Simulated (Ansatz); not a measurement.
Two structures of CH$_{7}$BrSi, closed shell, reached by relaxing down either side of one saddle point (PBE0-D4/def2-TZVP). Energies are electronic, without zero-point energy. Program: Ansatz 0.2.0. Basis: def2-TZVPP and def2-QZVPP. Cores are frozen in the correlated methods. Filled d shells of the heavier atoms are correlated. The def2 sets are not built for correlating such inner shells, so the correlated values are less sure here. Extrapolation: Hartree–Fock as exp(−7.88 √X), correlation as X^−2.97. First:

Si1  (-1.987, -0.107, -0.882)
Br2  (-0.789, -1.825, -1.619)
H3  (-2.409, 0.700, -2.049)
H4  (-1.141, 0.696, 0.029)
H5  (-3.168, -0.638, -0.164)
H6  (1.574, -0.545, 0.248)
C7  (1.898, 0.234, 0.937)
H8  (1.823, 1.206, 0.449)
H9  (2.933, 0.055, 1.229)
H10  (1.264, 0.224, 1.823)
(Å)

Second:

Si1  (-0.861, 0.768, -0.093)
Br2  (0.597, -3.223, -0.759)
H3  (-0.953, 1.757, -1.198)
H4  (-1.766, 1.190, 1.008)
H5  (-1.383, -0.532, -0.619)
H6  (-0.314, -2.124, -0.731)
C7  (0.896, 0.571, 0.505)
H8  (1.277, 1.519, 0.889)
H9  (1.551, 0.244, -0.307)
H10  (0.956, -0.170, 1.304)
(Å)

Question: Which bonds change from the first to the second?

Answer: SiH₃Br ([SiH3][Br]) + CH₄ → CH₆Si ([CH3][SiH3]) + HBr; bonds formed: Si1–C7, Br2–H6; bonds broken: Si1–Br2, H6–C7.

Question: Give the saddle point's structure and its height above each. (An estimate is asked for; the value comes from the calculation.)

Answer: Computed: 263.7 kJ/mol above the first and 167.9 kJ/mol above the second (CCSD(T) at an estimated basis limit (MP2 extrapolated from triple and quadruple zeta, plus CCSD(T) − MP2 in triple zeta)).
| atom | x (Å) | y (Å) | z (Å) |
| --- | --- | --- | --- |
| Si1 | -1.0161 | 0.2220 | -0.2540 |
| Br2 | -0.0431 | -2.0632 | -1.4842 |
| H3 | -1.1092 | 0.6666 | -1.6521 |
| H4 | -1.1702 | 1.4647 | 0.5676 |
| H5 | -1.9241 | -0.7609 | 0.3547 |
| H6 | 0.5453 | -0.6662 | -0.2525 |
| C7 | 0.9759 | 0.1886 | 0.5296 |
| H8 | 1.2131 | 1.1850 | 0.1615 |
| H9 | 1.8847 | -0.4225 | 0.4633 |
| H10 | 0.6438 | 0.1860 | 1.5661 |

T1 diagnostic: at most 0.010. The start structure is not quite a true minimum (one mode of 31i cm⁻¹).

Labels in which every atom is bracketed show which atoms are joined, not bond orders.

For scale, one of the runs: CCSD(T)/def2-TZVPP, 219 basis functions, launched by `ansatz run in.yaml --threads 4 --pin off --events-out ev --progress --plain --max-ram 9574MiB`. Hardware: 4 CPU threads of an Arm Neoverse V2, shared host. Wall time 83 s; peak host memory 3.2 GiB.
